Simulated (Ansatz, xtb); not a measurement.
Two isomers of C4H7NOSi

Structure I: `C[Si@@H](C=O)CC#N`, a singlet. Structure II: `C[Si@@H](C#N)CC=O`, a singlet. Both are isolated molecules in the gas phase, relaxed with PBE0-D3(BJ)/def2-SVP, each in the lowest conformer that the search found.

Quicker runs give these differences E(II) − E(I): GFN2-xTB −0.242 eV; HF/STO-3G −0.525 eV (at GFN2-xTB geometries); r2SCAN-D4/def2-SVP −0.642 eV (at GFN2-xTB geometries).

Task: Estimate E(II) − E(I) at the level CCSD(T)/def2-SVP + ΔMP2/def2-TZVPP.

Result: Calculated at CCSD(T)/def2-SVP + ΔMP2/def2-TZVPP: E(II) − E(I) = −0.697 eV, so structure II lies lower.

Level by level:

| level | geometry | E(II) − E(I) (eV) | departure from the last row (eV) | job, with rough time for the two |
| --- | --- | --- | --- | --- |
| GFN2-xTB | GFN2-xTB | −0.242 | +0.454 | optimisation, 0.2 s |
| HF/STO-3G | GFN2-xTB | −0.525 | +0.172 | single point, 0.46 s |
| r2SCAN-D4/def2-SVP | GFN2-xTB | −0.642 | +0.055 | single point, 3 s |
| PBE0-D3(BJ)/def2-SVP | PBE0-D3(BJ)/def2-SVP | −0.596 | +0.101 | optimisation, 83 s |
| HF/def2-SVP | PBE0-D3(BJ)/def2-SVP | −0.688 | +0.009 | part of the CCSD(T) run |
| MP2/def2-SVP | PBE0-D3(BJ)/def2-SVP | −0.712 | −0.015 | part of the CCSD(T) run |
| CCSD(T)/def2-SVP | PBE0-D3(BJ)/def2-SVP | −0.669 | +0.028 | single point |
| CCSD(T)/def2-SVP + ΔMP2/def2-TZVPP | PBE0-D3(BJ)/def2-SVP | −0.697 |  | single point, 46 s |

As drawn, both hold the same kinds of bond in the same numbers.

The levels shown agree on the order. The largest departure from CCSD(T)/def2-SVP + ΔMP2/def2-TZVPP is that of GFN2-xTB, 0.454 eV. The last row adds to CCSD(T) the change of the MP2 difference between the two basis sets, here −0.028 eV.

With thermal terms from frequencies at re-optimised GFN2-xTB minima (ideal gas, soft modes damped towards free rotors, one conformer each, 298.15 K, 1 atm): the zero-point term adds +0.028 eV; ΔH is −0.673 and ΔG −0.662 eV.

The correlated steps freeze 11 core orbitals. Programs: Ansatz 0.2.0, xtb 6.7.1; the last row on 2 threads of Intel(R) Xeon(R) 6975P-C (Granite Rapids) on a shared host.
